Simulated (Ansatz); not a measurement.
A short molecular-dynamics run on Al9N9, a nanocrystal cut from zinc blende AlN (bare).

```yaml
crystal:
  periodic: [false, false, false]
  atoms:
    - {symbol: Al, position_ang: [-1.664676, 2.097983, -1.104328]}
    - {symbol: Al, position_ang: [-0.941796, -2.434513, 1.867511]}
    - {symbol: Al, position_ang: [0.764635, -2.793806, 0.008009]}
    - {symbol: Al, position_ang: [-0.035267, -0.515800, -1.949887]}
    - {symbol: Al, position_ang: [-1.830820, 0.279081, 0.587604]}
    - {symbol: Al, position_ang: [0.873370, -0.111582, 1.486285]}
    - {symbol: Al, position_ang: [1.151498, 1.942160, -0.730957]}
    - {symbol: Al, position_ang: [-0.525044, 2.729972, 0.951652]}
    - {symbol: Al, position_ang: [2.145133, -0.925571, -0.972480]}
    - {symbol: N, position_ang: [-0.927722, -0.650554, 1.886224]}
    - {symbol: N, position_ang: [-1.570718, 0.236468, -1.296958]}
    - {symbol: N, position_ang: [-2.230381, 2.061112, 0.721331]}
    - {symbol: N, position_ang: [0.849281, -2.111935, -1.695459]}
    - {symbol: N, position_ang: [-0.340697, -3.815649, 1.017853]}
    - {symbol: N, position_ang: [1.930911, -1.428455, 0.788542]}
    - {symbol: N, position_ang: [-0.197403, 3.183423, -0.884544]}
    - {symbol: N, position_ang: [1.555752, 0.577952, -1.829743]}
    - {symbol: N, position_ang: [0.993923, 1.679723, 1.149356]}
basis:
  gaussian: {orbitals: def2-SVP}
hamiltonian: {xc: {name: BLYP}}
md: {timestep: 0.5 fs, n_steps: 25, ensemble: nvt_nose_hoover, temperature: 1500, initial_velocities: maxwell_boltzmann, seed: 289}
scf: {omitted_lower_state_checks: [starts]}
```

```sh
$ ansatz run in.yaml --threads 2 --pin off --events-out ev --progress --plain --max-ram 32768MiB --backend cuda --devices 0, --max-vram 18GiB
```

| step | time (fs) | potential energy (eV) | kinetic (eV) | T (K) | conserved (eV) |
| --- | --- | --- | --- | --- | --- |
| 0 | 0.0 | -72763.2931 | 3.1022 | 1500 | -72760.1909 |
| 1 | 0.5 | -72763.2812 | 3.0903 | 1494 | -72760.1909 |
| 2 | 1.0 | -72763.2514 | 3.0604 | 1480 | -72760.1909 |
| 3 | 1.5 | -72763.2038 | 3.0129 | 1457 | -72760.1909 |
| 4 | 2.0 | -72763.1391 | 2.9483 | 1426 | -72760.1908 |
| 5 | 2.5 | -72763.0580 | 2.8673 | 1386 | -72760.1908 |
| 6 | 3.0 | -72762.9619 | 2.7713 | 1340 | -72760.1907 |
| 7 | 3.5 | -72762.8524 | 2.6619 | 1287 | -72760.1906 |
| 8 | 4.0 | -72762.7314 | 2.5411 | 1229 | -72760.1904 |
| 9 | 4.5 | -72762.6013 | 2.4112 | 1166 | -72760.1903 |
| 10 | 5.0 | -72762.4645 | 2.2747 | 1100 | -72760.1901 |
| 11 | 5.5 | -72762.3240 | 2.1345 | 1032 | -72760.1899 |
| 12 | 6.0 | -72762.1827 | 1.9935 | 964 | -72760.1897 |
| 13 | 6.5 | -72762.0435 | 1.8548 | 897 | -72760.1895 |
| 14 | 7.0 | -72761.9097 | 1.7212 | 832 | -72760.1893 |
| 15 | 7.5 | -72761.7838 | 1.5958 | 772 | -72760.1892 |
| 16 | 8.0 | -72761.6688 | 1.4811 | 716 | -72760.1890 |
| 17 | 8.5 | -72761.5667 | 1.3795 | 667 | -72760.1889 |
| 18 | 9.0 | -72761.4796 | 1.2928 | 625 | -72760.1888 |
| 19 | 9.5 | -72761.4089 | 1.2223 | 591 | -72760.1888 |
| 20 | 10.0 | -72761.3553 | 1.1691 | 565 | -72760.1888 |
| 21 | 10.5 | -72761.3192 | 1.1333 | 548 | -72760.1888 |
| 22 | 11.0 | -72761.3002 | 1.1147 | 539 | -72760.1888 |
| 23 | 11.5 | -72761.2977 | 1.1125 | 538 | -72760.1889 |
| 24 | 12.0 | -72761.3102 | 1.1253 | 544 | -72760.1890 |
| 25 | 12.5 | -72761.3362 | 1.1516 | 557 | -72760.1891 |

Velocities are drawn at the set temperature; a run this short doesn't reach equilibrium.

Frames (Å, forces in eV/Å):

```xyz
18
time=0.0 fs
Al   -1.665    2.098   -1.104   -0.292    0.204   -0.269
Al   -0.942   -2.435    1.868   -0.206   -0.171    0.247
Al    0.765   -2.794    0.008    0.116   -0.368   -0.061
Al   -0.035   -0.516   -1.950   -0.127   -0.079   -0.417
Al   -1.831    0.279    0.588   -0.414   -0.101    0.149
Al    0.873   -0.112    1.486    0.203    0.056    0.411
Al    1.151    1.942   -0.731    0.344    0.288   -0.142
Al   -0.525    2.730    0.952   -0.013    0.355    0.273
Al    2.145   -0.926   -0.972    0.381   -0.074   -0.148
N    -0.928   -0.651    1.886    0.023   -0.042   -0.049
N    -1.571    0.236   -1.297    0.011   -0.003    0.015
N    -2.230    2.061    0.721    0.046   -0.032   -0.020
N     0.849   -2.112   -1.695   -0.006    0.011    0.053
N    -0.341   -3.816    1.018   -0.007    0.002   -0.002
N     1.931   -1.428    0.789   -0.035    0.026   -0.057
N    -0.197    3.183   -0.885    0.000   -0.052    0.007
N     1.556    0.578   -1.830   -0.022   -0.007    0.050
N     0.994    1.680    1.149   -0.002   -0.012   -0.038
18
time=1.0 fs
Al   -1.661    2.092   -1.108   -0.306    0.552   -0.278
Al   -0.940   -2.434    1.876   -0.117   -0.262    0.090
Al    0.771   -2.795    0.011   -0.065   -0.440   -0.064
Al   -0.034   -0.521   -1.959   -0.269    0.264   -0.395
Al   -1.824    0.279    0.594   -0.627    0.248   -0.091
Al    0.872   -0.110    1.475    0.184   -0.154    0.530
Al    1.151    1.947   -0.738    0.233    0.354    0.004
Al   -0.538    2.721    0.959    0.532    0.460    0.236
Al    2.139   -0.928   -0.965    0.409    0.129   -0.300
N    -0.937   -0.643    1.889    0.229   -0.315    0.052
N    -1.563    0.258   -1.300    0.089   -0.468   -0.007
N    -2.221    2.078    0.710   -0.366   -0.525    0.144
N     0.839   -2.105   -1.704    0.143   -0.240    0.369
N    -0.346   -3.829    1.018    0.027    0.349    0.033
N     1.941   -1.434    0.798   -0.147   -0.007   -0.177
N    -0.208    3.187   -0.873    0.266   -0.078   -0.062
N     1.560    0.583   -1.836   -0.022   -0.204    0.119
N     1.001    1.668    1.152   -0.194    0.338   -0.202
18
time=2.0 fs
Al   -1.657    2.086   -1.112   -0.321    0.946   -0.278
Al   -0.938   -2.434    1.884   -0.040   -0.341   -0.057
Al    0.777   -2.796    0.014   -0.240   -0.512   -0.064
Al   -0.033   -0.525   -1.968   -0.413    0.618   -0.374
Al   -1.817    0.279    0.599   -0.837    0.580   -0.346
Al    0.872   -0.108    1.464    0.164   -0.380    0.650
Al    1.150    1.953   -0.745    0.125    0.415    0.143
Al   -0.551    2.712    0.967    1.107    0.591    0.208
Al    2.133   -0.931   -0.958    0.438    0.323   -0.450
N    -0.947   -0.635    1.891    0.436   -0.587    0.166
N    -1.555    0.279   -1.303    0.168   -0.983   -0.037
N    -2.213    2.094    0.699   -0.834   -1.006    0.300
N     0.829   -2.099   -1.713    0.302   -0.499    0.670
N    -0.351   -3.841    1.019    0.064    0.672    0.066
N     1.951   -1.439    0.807   -0.258   -0.035   -0.295
N    -0.219    3.191   -0.861    0.529   -0.098   -0.134
N     1.564    0.588   -1.841   -0.024   -0.390    0.185
N     1.008    1.657    1.154   -0.366    0.687   -0.354
18
time=3.0 fs
Al   -1.654    2.081   -1.116   -0.340    1.382   -0.268
Al   -0.937   -2.435    1.893    0.025   -0.408   -0.192
Al    0.783   -2.797    0.016   -0.406   -0.583   -0.059
Al   -0.032   -0.530   -1.978   -0.553    0.973   -0.353
Al   -1.811    0.279    0.605   -1.041    0.887   -0.609
Al    0.871   -0.107    1.453    0.146   -0.615    0.770
Al    1.150    1.958   -0.752    0.024    0.466    0.272
Al   -0.563    2.704    0.974    1.699    0.742    0.192
Al    2.127   -0.933   -0.951    0.467    0.505   -0.595
N    -0.956   -0.628    1.894    0.638   -0.852    0.285
N    -1.548    0.299   -1.306    0.245   -1.539   -0.073
N    -2.204    2.110    0.688   -1.343   -1.464    0.443
N     0.819   -2.092   -1.721    0.466   -0.761    0.951
N    -0.356   -3.854    1.020    0.103    0.967    0.097
N     1.961   -1.445    0.816   -0.367   -0.057   -0.409
N    -0.230    3.194   -0.849    0.785   -0.112   -0.210
N     1.568    0.593   -1.847   -0.029   -0.560    0.249
N     1.015    1.647    1.157   -0.518    1.027   -0.492
18
time=4.0 fs
Al   -1.650    2.076   -1.120   -0.362    1.846   -0.249
Al   -0.935   -2.435    1.901    0.078   -0.464   -0.314
Al    0.789   -2.799    0.019   -0.563   -0.650   -0.051
Al   -0.032   -0.534   -1.987   -0.681    1.317   -0.332
Al   -1.805    0.279    0.611   -1.233    1.161   -0.869
Al    0.870   -0.105    1.443    0.128   -0.851    0.886
Al    1.149    1.964   -0.759   -0.068    0.504    0.388
Al   -0.575    2.696    0.982    2.289    0.905    0.188
Al    2.121   -0.936   -0.944    0.496    0.671   -0.734
N    -0.965   -0.621    1.897    0.830   -1.100    0.405
N    -1.540    0.318   -1.309    0.317   -2.119   -0.114
N    -2.197    2.125    0.677   -1.873   -1.887    0.569
N     0.809   -2.087   -1.729    0.630   -1.015    1.210
N    -0.361   -3.865    1.020    0.143    1.230    0.126
N     1.971   -1.450    0.825   -0.471   -0.071   -0.518
N    -0.240    3.198   -0.838    1.027   -0.118   -0.288
N     1.572    0.598   -1.852   -0.037   -0.709    0.311
N     1.021    1.637    1.159   -0.648    1.350   -0.613
18
time=5.0 fs
Al   -1.647    2.071   -1.124   -0.388    2.320   -0.220
Al   -0.933   -2.435    1.910    0.120   -0.509   -0.424
Al    0.795   -2.800    0.022   -0.709   -0.714   -0.040
Al   -0.031   -0.538   -1.997   -0.790    1.635   -0.311
Al   -1.799    0.280    0.616   -1.408    1.395   -1.118
Al    0.870   -0.104    1.432    0.110   -1.079    0.998
Al    1.149    1.969   -0.765   -0.147    0.528    0.491
Al   -0.586    2.688    0.990    2.851    1.068    0.192
Al    2.116   -0.938   -0.938    0.524    0.817   -0.866
N    -0.973   -0.616    1.900    1.006   -1.322    0.516
N    -1.531    0.336   -1.312    0.380   -2.698   -0.156
N    -2.191    2.138    0.667   -2.392   -2.266    0.674
N     0.800   -2.081   -1.735    0.788   -1.251    1.442
N    -0.366   -3.876    1.021    0.184    1.461    0.151
N     1.980   -1.455    0.834   -0.570   -0.078   -0.620
N    -0.249    3.201   -0.826    1.250   -0.117   -0.366
N     1.576    0.602   -1.857   -0.050   -0.833    0.371
N     1.027    1.628    1.160   -0.758    1.645   -0.715
18
time=6.0 fs
Al   -1.644    2.068   -1.128   -0.418    2.778   -0.183
Al   -0.931   -2.436    1.918    0.153   -0.546   -0.520
Al    0.800   -2.802    0.024   -0.842   -0.773   -0.028
Al   -0.031   -0.541   -2.006   -0.872    1.914   -0.287
Al   -1.794    0.281    0.621   -1.561    1.582   -1.344
Al    0.869   -0.104    1.423    0.094   -1.289    1.104
Al    1.148    1.975   -0.772   -0.212    0.534    0.578
Al   -0.596    2.680    0.998    3.357    1.218    0.198
Al    2.110   -0.939   -0.931    0.551    0.941   -0.988
N    -0.981   -0.611    1.904    1.161   -1.511    0.608
N    -1.523    0.351   -1.315    0.430   -3.246   -0.196
N    -2.187    2.150    0.657   -2.866   -2.588    0.762
N     0.792   -2.077   -1.741    0.934   -1.457    1.646
N    -0.371   -3.886    1.022    0.224    1.659    0.174
N     1.989   -1.461    0.842   -0.663   -0.076   -0.714
N    -0.257    3.204   -0.815    1.448   -0.110   -0.442
N     1.579    0.605   -1.862   -0.067   -0.931    0.430
N     1.033    1.620    1.161   -0.850    1.902   -0.798
18
time=7.0 fs
Al   -1.641    2.065   -1.133   -0.449    3.190   -0.142
Al   -0.929   -2.437    1.926    0.177   -0.575   -0.603
Al    0.805   -2.804    0.027   -0.962   -0.826   -0.015
Al   -0.031   -0.543   -2.016   -0.921    2.138   -0.261
Al   -1.789    0.283    0.625   -1.686    1.716   -1.536
Al    0.868   -0.104    1.413    0.079   -1.470    1.203
Al    1.148    1.981   -0.778   -0.261    0.522    0.650
Al   -0.605    2.673    1.006    3.774    1.345    0.199
Al    2.105   -0.941   -0.925    0.575    1.041   -1.100
N    -0.987   -0.607    1.908    1.289   -1.658    0.675
N    -1.514    0.365   -1.318    0.464   -3.727   -0.228
N    -2.184    2.160    0.648   -3.259   -2.846    0.834
N     0.784   -2.074   -1.745    1.060   -1.622    1.819
N    -0.375   -3.895    1.023    0.264    1.824    0.192
N     1.998   -1.467    0.849   -0.748   -0.065   -0.800
N    -0.265    3.208   -0.804    1.617   -0.099   -0.515
N     1.583    0.608   -1.867   -0.089   -1.000    0.487
N     1.038    1.613    1.162   -0.925    2.111   -0.860
18
time=8.0 fs
Al   -1.638    2.064   -1.137   -0.480    3.523   -0.098
Al   -0.927   -2.438    1.934    0.193   -0.597   -0.674
Al    0.810   -2.807    0.030   -1.068   -0.872   -0.002
Al   -0.032   -0.545   -2.026   -0.929    2.296   -0.231
Al   -1.786    0.286    0.629   -1.780    1.793   -1.687
Al    0.868   -0.104    1.404    0.067   -1.611    1.293
Al    1.147    1.988   -0.784   -0.293    0.490    0.706
Al   -0.613    2.666    1.014    4.075    1.439    0.186
Al    2.100   -0.942   -0.920    0.596    1.116   -1.201
N    -0.993   -0.604    1.912    1.387   -1.757    0.707
N    -1.505    0.376   -1.322    0.477   -4.104   -0.247
N    -2.184    2.169    0.639   -3.537   -3.031    0.898
N     0.777   -2.072   -1.749    1.162   -1.736    1.960
N    -0.380   -3.902    1.024    0.303    1.957    0.208
N     2.006   -1.472    0.856   -0.826   -0.046   -0.877
N    -0.271    3.211   -0.794    1.753   -0.083   -0.581
N     1.587    0.610   -1.871   -0.115   -1.041    0.542
N     1.042    1.608    1.161   -0.985    2.264   -0.900
18
time=9.0 fs
Al   -1.635    2.064   -1.141   -0.508    3.749   -0.055
Al   -0.925   -2.439    1.941    0.203   -0.614   -0.734
Al    0.814   -2.810    0.032   -1.160   -0.908    0.009
Al   -0.033   -0.546   -2.036   -0.892    2.376   -0.196
Al   -1.782    0.289    0.632   -1.840    1.811   -1.790
Al    0.867   -0.105    1.395    0.057   -1.707    1.373
Al    1.146    1.994   -0.790   -0.308    0.438    0.746
Al   -0.619    2.660    1.022    4.238    1.496    0.148
Al    2.095   -0.943   -0.915    0.613    1.165   -1.289
N    -0.998   -0.603    1.917    1.452   -1.804    0.699
N    -1.496    0.384   -1.325    0.463   -4.344   -0.248
N    -2.186    2.175    0.631   -3.675   -3.142    0.958
N     0.770   -2.071   -1.751    1.236   -1.792    2.066
N    -0.384   -3.908    1.025    0.340    2.058    0.220
N     2.013   -1.478    0.862   -0.894   -0.018   -0.944
N    -0.276    3.214   -0.784    1.854   -0.066   -0.640
N     1.591    0.612   -1.875   -0.145   -1.052    0.595
N     1.046    1.605    1.161   -1.033    2.354   -0.921
18
time=10.0 fs
Al   -1.633    2.065   -1.146   -0.530    3.845   -0.015
Al   -0.923   -2.440    1.948    0.208   -0.626   -0.782
Al    0.818   -2.813    0.035   -1.237   -0.936    0.018
Al   -0.034   -0.546   -2.046   -0.808    2.374   -0.155
Al   -1.780    0.293    0.635   -1.866    1.768   -1.842
Al    0.867   -0.107    1.387    0.051   -1.750    1.444
Al    1.145    2.001   -0.796   -0.306    0.368    0.773
Al   -0.623    2.655    1.030    4.255    1.512    0.080
Al    2.091   -0.943   -0.910    0.627    1.186   -1.364
N    -1.002   -0.602    1.923    1.483   -1.797    0.649
N    -1.486    0.390   -1.329    0.418   -4.422   -0.225
N    -2.191    2.179    0.623   -3.663   -3.179    1.019
N     0.764   -2.072   -1.751    1.279   -1.784    2.137
N    -0.388   -3.913    1.026    0.375    2.129    0.229
N     2.020   -1.483    0.868   -0.953    0.018   -1.001
N    -0.280    3.217   -0.774    1.916   -0.047   -0.690
N     1.594    0.612   -1.879   -0.179   -1.036    0.645
N     1.049    1.603    1.159   -1.071    2.375   -0.921
18
time=11.0 fs
Al   -1.631    2.068   -1.150   -0.544    3.803    0.021
Al   -0.921   -2.442    1.955    0.207   -0.632   -0.818
Al    0.822   -2.816    0.038   -1.299   -0.953    0.025
Al   -0.035   -0.545   -2.056   -0.675    2.288   -0.108
Al   -1.778    0.297    0.637   -1.857    1.666   -1.844
Al    0.866   -0.109    1.380    0.048   -1.740    1.505
Al    1.144    2.008   -0.801   -0.286    0.279    0.788
Al   -0.626    2.650    1.038    4.133    1.492   -0.020
Al    2.086   -0.943   -0.906    0.637    1.181   -1.425
N    -1.005   -0.603    1.929    1.483   -1.737    0.557
N    -1.476    0.392   -1.333    0.338   -4.327   -0.177
N    -2.199    2.180    0.617   -3.503   -3.146    1.082
N     0.760   -2.073   -1.750    1.290   -1.712    2.172
N    -0.392   -3.916    1.028    0.408    2.169    0.234
N     2.026   -1.489    0.873   -1.003    0.061   -1.048
N    -0.282    3.220   -0.765    1.938   -0.028   -0.730
N     1.598    0.612   -1.882   -0.215   -0.993    0.690
N     1.051    1.603    1.157   -1.099    2.328   -0.903
18
time=12.5 fs
Al   -1.627    2.074   -1.157   -0.546    3.496    0.071
Al   -0.918   -2.445    1.965    0.199   -0.632   -0.853
Al    0.826   -2.822    0.042   -1.364   -0.958    0.030
Al   -0.038   -0.542   -2.072   -0.390    2.009   -0.032
Al   -1.776    0.305    0.638   -1.786    1.411   -1.764
Al    0.865   -0.113    1.369    0.048   -1.630    1.580
Al    1.142    2.018   -0.808   -0.227    0.115    0.791
Al   -0.628    2.643    1.051    3.729    1.409   -0.225
Al    2.080   -0.942   -0.901    0.645    1.123   -1.489
N    -1.007   -0.607    1.938    1.428   -1.554    0.350
N    -1.460    0.390   -1.339    0.145   -3.875   -0.053
N    -2.214    2.179    0.608   -3.027   -2.980    1.172
N     0.754   -2.078   -1.746    1.254   -1.495    2.158
N    -0.397   -3.918    1.031    0.453    2.174    0.235
N     2.034   -1.498    0.879   -1.059    0.136   -1.099
N    -0.284    3.225   -0.752    1.895    0.001   -0.773
N     1.603    0.611   -1.886   -0.274   -0.883    0.747
N     1.052    1.605    1.153   -1.121    2.135   -0.845
```

It took 1.9 min on 2 threads of AMD EPYC 7R13 on a shared host and a share (18 GiB) of an NVIDIA H100 80GB HBM3, peak host memory 0.97 GiB.
